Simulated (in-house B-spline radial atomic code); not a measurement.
Mg⁺ is squeezed into an impenetrable sphere of radius R (the orbitals vanish at R). No spin polarisation. Caution: exact exchange at fractional occupations of open shells leaves self-interaction of up to several eV. Computed with an all-electron radial atomic-structure program (B-spline basis): non-relativistic B3LYP, spherical fractional occupations, point nucleus.

Energies in eV above the free ion in [Ne] 3s1:

```
R (bohr)  highest level (eV)  [Ne] 3s1  [He] 2s1 2p6 3s1 3d1  [He] 2s1 2p6 3s1 3p1  -dE/dV in [Ne] 3s1 (GPa)
    8.04               -11.5   0.01578                  98.5                  92.3                    0.0305
    5.64               -10.8    0.4299                 100.4                 93.08                      1.52
    5.33               -10.5    0.6425                 101.1                 93.47                      2.51
     4.1               -7.44      3.09                 107.1                 98.08                      20.3
    3.71                -5.1      5.12                 111.5                   102                      41.9
    3.01                3.78     13.28                   127                 117.5                       181
    2.46                21.4     30.88                 156.3                 149.5                       729
    2.35                27.3     37.19                 166.1                 160.6                      1000
    1.72                 102     129.2                 292.7                 308.5                      8630
    1.49                 168     225.7                 413.4                 450.4                     22700
```

(1) Does [He] 2s1 2p6 3s1 3d1 fall below [Ne] 3s1 under compression?

(2) Does [He] 2s1 2p6 3s1 3p1 fall below [Ne] 3s1 under compression?

The highest level is first positive in the row R = 3.01 bohr, pushed up by confinement above the zero of the free ion's potential. Each configuration is held fixed and needn't be the lowest in the sphere.

## Answers

(1) No, it stays above over the whole range.

(2) No, it stays above over the whole range.
